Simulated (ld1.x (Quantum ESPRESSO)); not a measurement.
## Before and after: TM potential for Cu

copper (Cu), norm-conserving Troullier–Martins (Kleinman–Bylander form), made with ld1.x (Quantum ESPRESSO) 7.5 (PBE, scalar-relativistic). Core [Ar], reference 3d10 4s1 4p0. Waves: 4s (bound): rc 1.75 bohr; 4p (bound, empty): rc 2.60 bohr; 3d (bound): rc 1.30 bohr. Local part: all-electron potential smoothed inside 1.65 bohr (lloc = -1). Core correction: a·sin(br)/r model core inside 1.15 bohr.

Change: wave 4s (bound): rc 1.75 bohr becomes 4s (bound): rc 2.50 bohr.

Cutoffs: the cutoffs (Ry, on a coarse ladder) from which the occupation-weighted sum of valence levels, in a spherical-Bessel basis at the reference potential, stays within 10 and 1 mRy of its value at 400 Ry; they do not see the model core or the augmentation charge, which bear on the density cutoff. Errors are all-electron minus pseudo energies relative to the spin-unpolarised reference configuration.

Question: Predict the effect on cutoff, ghosts and configuration errors.

Answer: The potential gets neither clearly harder nor softer (160 Ry and 300 Ry → 160 Ry and 300 Ry); the d channel sets the loose cutoff, while the largest relative change is in s, which becomes softer; the number of tests that count goes from 6 to 7; of the 6 tests that both files solve, the error grows in 0 and shrinks in 2 by more than 15 % and 0.3 meV (median size 35.4 → 18.0 meV); neither file shows a bound ghost at the reference potential, the only one tested.

| quantity | base | changed |
| --- | --- | --- |
| cutoff, loose | 160 Ry | 160 Ry |
| cutoff, tight | 300 Ry | 300 Ry |
| loose cutoff by channel (10 mRy a level) | s 8 Ry, d 140 Ry | s 6 Ry, d 140 Ry |
| bound ghosts | none | none |
| tests counted (converged, no solver errors) | 6 of 7 | 7 of 7 |
| error for 3d10 4s0 4p0, meV [ΔE 8.15 eV] | -15 | -13 |
| error for 3d8 4s0 4p0, meV [ΔE 68.50 eV] | -566 | -630 |
| error for 3d9 4s1 4p0, meV [ΔE 11.58 eV] | -56 | -23 |
| error for 3d10 4s0.5 4p0, meV [ΔE 3.16 eV] | -3.1 | -2.5 |
| error for 3d7 4s0 4p0, meV [ΔE 128.21 eV] | -1881 | -1998 |
| error for 3d10 4s0 4p1, meV [ΔE 4.14 eV] | -4.3 | -3.9 |
| s: phases at 2.86 bohr within 0.05 rad from the reference energy up to (Ry; the scan ends near 5) | 1.1 | 0.9 |
| p: phases at 2.86 bohr within 0.05 rad from the reference energy up to (Ry; the scan ends near 5) | 2.2 | 2.2 |
| d: phases at 2.86 bohr within 0.05 rad from the reference energy up to (Ry; the scan ends near 5) | 1.1 | 1.1 |

Base: Tests not counted: 3d9 4s0 4p0 (solver errors, printed error -69 meV). These tests converged, but a pseudo level misses the all-electron one widely, so the file describes the atom poorly there or has found another state: 3d7 4s0 4p0: empty 4s by 6.2 eV (a node warning on the way). Changed file: These tests converged, but a pseudo level misses the all-electron one widely, so the file describes the atom poorly there or has found another state: 3d7 4s0 4p0: empty 4s by 9.0 eV (a node warning on the way).
